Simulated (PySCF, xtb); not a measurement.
Al(F)(Br)(OMe) (CH3AlBrFO), SMILES C[O][Al]([F])[Br].

GFN2-xTB run with xtb at its own geometry gives an orbital gap of 4.15 eV and a dipole moment of 4.07 D.

Coordinates come from a B3LYP-D3(BJ)/def2-SVP optimisation. Other conformers were not sampled.

What does PBE/def2-TZVP run with PySCF give? (The exact figures need the calculation; the answer reports its results.)

gap 5.16 eV (levels -7.12 and -1.96 eV), dipole 2.01 D.
